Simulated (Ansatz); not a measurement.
Reactions of C2H9ClSi2 (`[SiH3]CC[SiH2]Cl`).

Program: Ansatz. Geometries: PBE0-D4/def2-TZVP. ΔE: electronic, gas phase. CBS: MP2 limit from def2 TZ/QZ plus the TZ coupled-cluster correction, frozen cores. This one scheme is used for every species. One conformer a species, not always the lowest.

Question: Order these by ΔE at CCSD(T)/CBS, lowest first. (Estimate.)
A. `[SiH3]CC[SiH2]Cl` + H₂O → `OC[SiH2]Cl` + `C[SiH3]`
B. `[SiH3]CC[SiH2]Cl` + H–F → `FCC[SiH3]` + `[SiH3]Cl`
C. `[SiH3]CC[SiH2]Cl` + H₂ → `C[SiH3]` + `C[SiH2]Cl`
D. `[SiH3]CC[SiH2]Cl` + `[SiH3]S` → `[SiH3]S[SiH2]Cl` + `CC[SiH3]`
E. `[SiH3]CC[SiH2]Cl` + H–F → `F[SiH2]CC[SiH3]` + HCl
F. `[SiH3]CC[SiH2]Cl` + `CO[SiH](O)F` → `CO[SiH](F)O[SiH2]Cl` + `CC[SiH3]`
G. `[SiH3]CC[SiH2]Cl` + `OCF` → `FCOC[SiH3]` + `C[SiH2]Cl`
H. `[SiH3]CC[SiH2]Cl` + `[SiH3]S` → `[SiH3]SC[SiH2]Cl` + `C[SiH3]`

Answer: F (-1.26 eV), C (-0.85 eV), D (-0.75 eV), E (-0.32 eV), H (0.00 eV), G (+0.44 eV), A (+0.60 eV), B (+0.84 eV).

Largest T1 diagnostic: 0.012, for `FCOC[SiH3]`.
